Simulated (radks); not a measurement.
Question: Species: C II. Configuration: 1s1.5 2s2 2p1 3d0.5 (fractional occupations, a model configuration). Method: Dirac Kohn-Sham, PBEsol, spin-unpolarised, spherical densities, point nucleus; open shells fill j = l - 1/2 first; computed with a radial shooting solver on a logarithmic mesh with Libxc functionals. Some entries of the table are withheld. Estimate them.

orbital  occ.  eigenvalue (hartree)  <r> (bohr)
1s1/2     1.5             -11.70672         (1)
2s1/2       2                   (2)       1.346
2p1/2       1                   (3)         (4)
2p3/2       0                   (5)         (6)
3s1/2       0              -0.25615       4.453
3p1/2       0                   (7)       5.016
3p3/2       0                   (8)       5.018
3d3/2     0.5              -0.13090         (9)
3d5/2       0              -0.13090        (10)

Answer: 
(1) 1s1/2 <r> (bohr): 0.2639
(2) 2s1/2 eigenvalue (hartree): -1.19335
(3) 2p1/2 eigenvalue (hartree): -0.87834
(4) 2p1/2 <r> (bohr): 1.299
(5) 2p3/2 eigenvalue (hartree): -0.87769
(6) 2p3/2 <r> (bohr): 1.300
(7) 3p1/2 eigenvalue (hartree): -0.19844
(8) 3p3/2 eigenvalue (hartree): -0.19838
(9) 3d3/2 <r> (bohr): 5.780
(10) 3d5/2 <r> (bohr): 5.780
